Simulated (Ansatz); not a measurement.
Gas-phase reaction in SMILES: FC(F)(F)C(F)(F)C(F)(F)C(F)(F)F + 13 [H][H] (H2) → 4 C (CH4) + 10 F (HF)
Structures are relaxed separately at B3LYP-D3(BJ)/def2-TZVP in Ansatz (a program for electronic structure), one conformer each, not searched for the lowest.
Geometry of the first species:
```
C
F 1 1.3459
F 1 1.3478 2 108.80
C 1 1.5575 2 107.67 3 -116.14
F 4 1.3328 1 108.82 2 66.50
F 4 1.3336 5 108.90 1 -120.98
F 4 1.3345 5 108.56 6 -118.73
C 1 1.5656 2 108.75 3 115.20
F 8 1.3459 1 108.75 2 -169.46
F 8 1.3478 9 108.80 1 -115.20
C 8 1.5575 9 107.67 10 -116.14
F 11 1.3328 8 108.82 9 66.50
F 11 1.3336 12 108.90 8 -120.98
F 11 1.3345 12 108.56 13 -118.73
```

Wanted: energy of full hydrogenation (electronic energy difference), in eV. Valence correlation only, unless marked. No spin-orbit coupling. Non-relativistic. CBS(X,Y): correlation extrapolated as X^-3; Hartree-Fock from the larger set. [CCSD(T)-MP2]/basis is that difference in the basis named.

```tsv
level	program	energy of full hydrogenation (eV)	minus last row
HF/cc-pVTZ	Ansatz	-11.04	0.15
HF/cc-pVQZ	Ansatz	-11.40	-0.21
PBE/def2-TZVPD	Ansatz	-10.46	0.73
BLYP-D4/def2-TZVPD	Ansatz + dftd4	-9.94	1.25
revPBE-D4/def2-TZVPD	Ansatz + dftd4	-9.96	1.23
PBE0/def2-SVP	Ansatz	-8.10	3.09
PBE0-D4/def2-TZVP	Ansatz + dftd4	-10.02	1.17
r2SCAN0/def2-TZVPD	Ansatz	-10.30	0.89
CAM-B3LYP/def2-TZVPD	Ansatz	-10.57	0.62
LC-wPBE-D4/def2-TZVPD	Ansatz + dftd4	-10.63	0.56
wB97X-V/def2-TZVPD	Ansatz	-9.93	1.26
wB97X/def2-TZVPD	Ansatz	-10.69	0.50
B2GP-PLYP-D4/def2-TZVPD	Ansatz + dftd4	-10.68	0.51
B2GP-PLYP/def2-TZVPD	Ansatz	-10.81	0.38
B2PLYP-D4/def2-TZVPD	Ansatz + dftd4	-10.58	0.61
MP2/cc-pVTZ	Ansatz	-10.80	0.39
RI-MP2/cc-pVQZ	Ansatz	-11.43	-0.24
CCSD/cc-pVTZ	Ansatz	-10.83	0.36
CCSD(T)/cc-pVDZ	Ansatz	-9.41	1.78
RI-MP2/CBS(aug-cc-pVTZ,aug-cc-pVQZ)+[CCSD(T)-MP2]/aug-cc-pVDZ	Ansatz	-11.02	0.17
RI-MP2/CBS(cc-pVTZ,cc-pVQZ)+[CCSD(T)-MP2]/cc-pVTZ	Ansatz	-11.19	0.00
```
